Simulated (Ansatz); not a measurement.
System: trifluoro(methoxy)silane, CH3F3OSi, net charge 0, singlet state. 
Coordinates optimised at B3LYP-D3(BJ)/def2-TZVP (Ansatz, a first-principles code):
SMILES: F[Si](OC)(F)F
```xyz
9

Si     0.3974     0.0167    -0.0324
F      0.7139    -1.2546     0.8502
F      0.6104     1.2762     0.8971
F      1.4373     0.0810    -1.2091
O     -1.0735    -0.0319    -0.6578
C     -2.3172    -0.0949     0.0416
H     -3.1087    -0.1210    -0.7042
H     -2.3700    -0.9969     0.6537
H     -2.4480     0.7846     0.6743
```
Charge 0, spin multiplicity 1.

Basis-set convergence of Hartree-Fock and CCSD correlation energies (hartree) with Ansatz. Valence correlation only, unless marked. No spin-orbit coupling. No relativistic terms.

```csv
basis,functions,E(HF),"E(corr, CCSD)"
cc-pV(D+d)Z,108,-701.98446,-0.99694
cc-pV(T+d)Z,231,[?],[?]
```

Some entries are withheld; supply them.


- cc-pV(T+d)Z, E(HF): -702.17588
- cc-pV(T+d)Z, E(corr, CCSD): -1.28314
